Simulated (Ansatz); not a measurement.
`[Cl][GeH]([Cl])[SeH]` + `[Cl][In]([Br])[Br]` → `[Cl][Ge]([Cl])([Cl])[SeH]` + `[Br][InH][Br]`  (redistribution)

Gas-phase electronic energies from Ansatz, PBE0-D4/def2-TZVP geometries. CCSD(T)/CBS is the MP2 limit (def2-TZVPP, def2-QZVPP) plus CCSD(T) − MP2 in def2-TZVPP, frozen cores. DFT in def2-TZVPP. Elements past krypton have def2 core potentials. For Br, Ge, In, Se outer-core shells are correlated without core-valence functions, which leaves a few kJ/mol of doubt a bond. Scalar relativity is left out up to krypton. One conformer a species, not always the lowest.

| level | ΔE (kcal/mol) |
| --- | --- |
| PBE0-D4 | 7.1 |
| BHLYP-D4 | 8.0 |

(1) What does CCSD(T)/CBS give? (Best estimate.)

Largest T1 diagnostic among the species: 0.010.

Results:

(1) Ansatz gave: +8.9 kcal/mol. The listed levels differ from it by -1.8, -0.9 kcal/mol.

In def2-TZVPP, CCSD(T) changes the Hartree–Fock value by −3.0 kcal/mol (the triples alone add −0.4 kcal/mol) and MP2 by −3.3 kcal/mol. Leaving LDA and LC-ωPBE aside and taking each functional with its dispersion term where it has one, the values, not all of them listed here, spread over 2.3 kcal/mol, from revPBE-D4 to B2PLYP. LDA lies −1.8 kcal/mol from PBE without D4.
